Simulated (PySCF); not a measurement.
## MCd for M along the second period

r²SCAN with triple-zeta basis sets in PySCF, for the lowest determinant that a PBE0 search found; no spin–orbit coupling. De refers to high-spin ground-configuration atoms. A positive dipole means M(−)Cd(+).

```json
{"M": "Li", "basis": "def2-TZVP", "state (unpaired electrons)": "doublet (σ ↑)", "Re (Å)": "2.997", "ωe (cm⁻¹)": "172", "De (eV)": "0.24", "μ (D)": "-0.93"}
{"M": "B", "basis": "def2-TZVPP", "state (unpaired electrons)": "doublet (π ↑)", "Re (Å)": "2.362", "ωe (cm⁻¹)": "302", "De (eV)": "0.58", "μ (D)": "1.76"}
{"M": "C", "basis": "x2c-TZVPPall", "state (unpaired electrons)": "triplet (π ↑↑)", "Re (Å)": "2.158", "ωe (cm⁻¹)": "423", "De (eV)": "1.19", "μ (D)": "2.92"}
{"M": "N", "basis": "x2c-TZVPPall", "state (unpaired electrons)": "quartet (σ ↑, π ↑↑)", "Re (Å)": "2.315", "ωe (cm⁻¹)": "249", "De (eV)": "0.27", "μ (D)": "1.13"}
{"M": "O", "basis": "def2-TZVPP", "state (unpaired electrons)": "triplet (σ ↑, π ↑)", "Re (Å)": "2.083", "ωe (cm⁻¹)": "432", "De (eV)": "1.23", "μ (D)": "2.56"}
{"M": "F", "basis": "def2-TZVPP", "state (unpaired electrons)": "doublet (σ ↑)", "Re (Å)": "1.991", "ωe (cm⁻¹)": "508", "De (eV)": "2.63", "μ (D)": "3.46"}
```

The shortest bond is that of CdF (1.991 Å), the longest that of LiCd (2.997 Å).

The rows differ in basis set, which adds steps of its own.

The state changes along the series, so neighbouring rows are not always alike in their bonding.

Weak bonds: CdN, LiCd. Basis-set superposition, not corrected here, can be much of De in a small basis, most of all at correlated wavefunction levels. Functionals without a dispersion term scatter widely for such bonds, and LDA overbinds them. Spin–orbit coupling is left out. States were picked by a PBE0 search and need not be the measured ground states.
